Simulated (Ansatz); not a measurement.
Reactions of `[SiH3][O][Al]([O][SiH3])[O][SiH3]`.

Computed with Ansatz on PBE0-D4/def2-TZVP structures; ΔE is electronic, products minus reactants. CCSD(T)/CBS adds triple-zeta CCSD(T) − MP2 to the extrapolated MP2 energy (def2 sets, frozen cores). This one scheme is used for every species, atoms too. Functionals use def2-TZVPP. No spin–orbit coupling; open shells (•) take unrestricted orbitals. Spin–orbit coupling would lower the free atoms: a little for Al, O, Si. One conformer a species, not always the lowest.

```json
{"reaction": "`[SiH3][O][Al]([O][SiH3])[O][SiH3]` + `N[SiH3]` → `[SiH3]N[SiH3]` + `[OH][Al]([O][SiH3])[O][SiH3]`", "LDA (SPW92) (kJ/mol)": "44", "HF/CBS(def2) (kJ/mol)": "71", "r2SCAN-D4 (kJ/mol)": "54", "CCSD(T)/CBS(def2) (kJ/mol)": "53"}
{"reaction": "`[SiH3][O][Al]([O][SiH3])[O][SiH3]` → Al• + 9 H• + 3 O• + 3 Si•", "LDA (SPW92) (kJ/mol)": "6359", "HF/CBS(def2) (kJ/mol)": "4380", "r2SCAN-D4 (kJ/mol)": "5745", "CCSD(T)/CBS(def2) (kJ/mol)": "5782"}
{"reaction": "`[SiH3][O][Al]([O][SiH3])[O][SiH3]` + H₂ → SiH₄ + `[OH][Al]([O][SiH3])[O][SiH3]`", "LDA (SPW92) (kJ/mol)": "72", "HF/CBS(def2) (kJ/mol)": "91", "r2SCAN-D4 (kJ/mol)": "87", "CCSD(T)/CBS(def2) (kJ/mol)": "88"}
{"reaction": "`[SiH3][O][Al]([O][SiH3])[O][SiH3]` + H₂O → `[OH][Al]([O][SiH3])[O][SiH3]` + `O[SiH3]`", "LDA (SPW92) (kJ/mol)": "15", "HF/CBS(def2) (kJ/mol)": "30", "r2SCAN-D4 (kJ/mol)": "21", "CCSD(T)/CBS(def2) (kJ/mol)": "26"}
{"reaction": "`[SiH3][O][Al]([O][SiH3])[O][SiH3]` + `[NH2][AlH][Cl]` → `[SiH3][NH][AlH][Cl]` + `[OH][Al]([O][SiH3])[O][SiH3]`", "LDA (SPW92) (kJ/mol)": "48", "HF/CBS(def2) (kJ/mol)": "76", "r2SCAN-D4 (kJ/mol)": "57", "CCSD(T)/CBS(def2) (kJ/mol)": "57"}
{"reaction": "`[SiH3][O][Al]([O][SiH3])[O][SiH3]` + H₂ → `[SiH3][O][AlH][O][SiH3]` + `O[SiH3]`", "LDA (SPW92) (kJ/mol)": "119", "HF/CBS(def2) (kJ/mol)": "134", "r2SCAN-D4 (kJ/mol)": "138", "CCSD(T)/CBS(def2) (kJ/mol)": "136"}
```

Largest T1 diagnostic: 0.018, for Al•.
